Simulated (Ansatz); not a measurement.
Reaction (hydrogenolysis of a B–N bond): `NB(S)[SiH2][SiH3]` + H₂ → `[SiH3][SiH2]BS` + NH₃

Program: Ansatz. Geometries: PBE0-D4/def2-TZVP. ΔE: electronic, gas phase. CCSD(T)/CBS adds triple-zeta CCSD(T) − MP2 to the extrapolated MP2 energy (def2 sets, frozen cores). This one scheme is used for every species. DFT in def2-TZVPP. One conformer a species, not always the lowest.

```tsv
level	ΔE (eV)
r2SCAN-D4	0.91
HF/def2-TZVPP	0.69
MP2/def2-TZVPP	0.93
CCSD/def2-TZVPP	0.81
CCSD(T)/def2-TZVPP	0.85
HF/def2-QZVPP	0.69
HF/CBS(def2)	0.69
MP2/CBS(def2)	0.93
```

(1) What does CCSD(T)/CBS give? (Best estimate.)

Largest T1 diagnostic among the species: 0.016.

Answers

(1) Computed: +0.85 eV. The listed levels differ from it by 0.06, -0.16, 0.08, -0.04, 0.00, -0.16, -0.16, 0.08 eV.

In def2-TZVPP, CCSD(T) changes the Hartree–Fock value by +0.15 eV (the triples alone add +0.04 eV) and MP2 by +0.23 eV. The D4 term adds +0.10 eV with B3LYP and +0.06 eV with PBE0; it sums over pairs of atoms, weighted by their polarisabilities, and B3LYP, whose exchange is more repulsive, gets the larger term.

B3LYP here is the variant with VWN-RPA as its local correlation; programs differ in this.
